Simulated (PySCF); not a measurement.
# Vertical excitation energies

Species: 3,4-dimethylbenzenethiol, C₈H₁₀S.
SMILES with atom numbers: `[CH3:1][c:2]1[cH:3][cH:4][c:5]([SH:6])[cH:7][c:8]1[CH3:9]` (hydrogens: H10, H11, H12 on C1; H13 on C3; H14 on C4; H15 on S6; H16 on C7; H17, H18, H19 on C9)

The calculation used TDDFT B3LYP/def2-SVPD, vertical, gas phase, core orbitals frozen in the response (PySCF 2.14.0, density-fitted response routines). The structure is a single PBE0-D3(BJ)/def2-SVP conformer in the gas phase; no vibrational or solvent corrections. Torsions of this conformer, `[CH3:1][c:2]1[cH:3][cH:4][c:5]([SH:6])[cH:7][c:8]1[CH3:9]`: H–S6–C5–C4 0°.

Question: Predict the UV-vis stick spectrum at this level.

Answer: 

```json
{"state": "S1", "E (eV)": "4.65", "λ (nm)": "266.7", "f": "0.013", "|μ| (D)": "0.85", "symmetry": "A′", "main configurations (H = HOMO, L = LUMO)": "H→L (84%), H-1→L+1 (13%)"}
{"state": "S2", "E (eV)": "4.80", "λ (nm)": "258.1", "f": "0.0016", "|μ| (D)": "0.29", "symmetry": "–", "main configurations (H = HOMO, L = LUMO)": "H→L+2 (95%)"}
{"state": "S3", "E (eV)": "5.11", "λ (nm)": "242.7", "f": "0.266", "|μ| (D)": "3.70", "symmetry": "A′", "main configurations (H = HOMO, L = LUMO)": "H→L+1 (89%)"}
{"state": "S4", "E (eV)": "5.53", "λ (nm)": "224.3", "f": "0.013", "|μ| (D)": "0.80", "symmetry": "A″", "main configurations (H = HOMO, L = LUMO)": "H→L+4 (87%), H→L+3 (9%)"}
{"state": "S5", "E (eV)": "5.68", "λ (nm)": "218.3", "f": "0.0005", "|μ| (D)": "0.15", "symmetry": "–", "main configurations (H = HOMO, L = LUMO)": "H→L+3 (88%), H→L+4 (8%)"}
{"state": "S6", "E (eV)": "6.02", "λ (nm)": "206.1", "f": "0.104", "|μ| (D)": "2.14", "symmetry": "A′", "main configurations (H = HOMO, L = LUMO)": "H-1→L+1 (67%), H-2→L (21%), H→L (10%)"}
{"state": "S7", "E (eV)": "6.05", "λ (nm)": "205.0", "f": "0.0013", "|μ| (D)": "0.24", "symmetry": "–", "main configurations (H = HOMO, L = LUMO)": "H-1→L+2 (87%), H→L+5 (10%)"}
{"state": "S8", "E (eV)": "6.14", "λ (nm)": "202.0", "f": "0.0000", "|μ| (D)": "0.02", "symmetry": "–", "main configurations (H = HOMO, L = LUMO)": "H→L+5 (87%), H-1→L+2 (11%)"}
{"state": "S9", "E (eV)": "6.29", "λ (nm)": "197.1", "f": "0.395", "|μ| (D)": "4.07", "symmetry": "A′", "main configurations (H = HOMO, L = LUMO)": "H-1→L (79%), H-2→L+1 (13%)"}
{"state": "S10", "E (eV)": "6.45", "λ (nm)": "192.2", "f": "0.0091", "|μ| (D)": "0.61", "symmetry": "A″", "main configurations (H = HOMO, L = LUMO)": "H→L+6 (91%)"}
```

Triplets, Tamm–Dancoff:

```
state  E (eV)  λ (nm)  main configurations (H = HOMO, L = LUMO)
   T1    3.71   333.8                  H→L+1 (78%), H-1→L (12%)
   T2    4.04   307.2                                 H→L (89%)
   T3    4.48   276.9                  H-1→L (82%), H→L+1 (11%)
   T4    4.54   273.4                               H→L+2 (88%)
```

The lowest singlet comes at 267 nm (449 kJ/mol) in the ultraviolet; it is weak; its leading configuration is HOMO→LUMO (84%). The strongest level in the table is S9 at 6.29 eV (197 nm, f = 0.395). Löwdin shares by element: HOMO carbon 37% or more, sulfur 37% (atoms not listed hold the other 26%); LUMO carbon 69% or more (atoms not listed hold the other 31%). The listed states span 1.80 eV, and the widest gap between neighbours is 0.42 eV (S3 to S4). The oscillator strengths of these states sum to 0.804; summed over the whole spectrum of an exact calculation they would give the number of electrons, 74 (Thomas–Reiche–Kuhn). Weighted by f, the mean energy of these states is 5.82 eV. All these states lie below the vertical ionisation energy of 7.80 eV (ΔSCF). Symmetry labels in Cs follow from the direction of the transition dipole and are given only for states with f of 0.002 or more. Singlets were solved by full linear response, triplets in the Tamm–Dancoff approximation.
